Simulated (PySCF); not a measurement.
Computed shifts of a molecule C₂H₇ClOSi₂, PBE0/pcSseg-1 run with PySCF, GIAO, gas phase, equivalent atoms averaged, in ppm (number of nuclei): ¹³C: 170.3 (1), 119.0 (1). ²⁹Si: -13.1 (1), -68.4 (1). ¹H: 5.80 (1), 5.73 (1), 5.59 (1), 5.52 (1), 4.41 (3). References: ¹³C against TMS (σ = 186.3 ppm); ²⁹Si against TMS (σ = 352.7 ppm); ¹⁷O against H2O (σ = 334.2 ppm); ³⁵Cl against HCl (σ = 945.9 ppm); ¹H against TMS (σ = 31.56 ppm), references at their B3LYP-D3(BJ)/def2-TZVP geometries, non-relativistic (without spin–orbit terms, shifts of atoms bonded to Cl or Br come out too high). The structure is a stationary point at B3LYP-D3(BJ)/def2-SVP. One conformer was computed; it need not be the lowest.

**Question.** Which molecule gave these data?
A) O[Si@H]1C[Si@@H](Cl)C1
B) C=C([SiH3])O[SiH2]Cl
C) C[Si@@]1(Cl)CO[SiH2]1
D) C=C[SiH2]O[SiH2]Cl

**Answer.** B, C=C([SiH3])O[SiH2]Cl
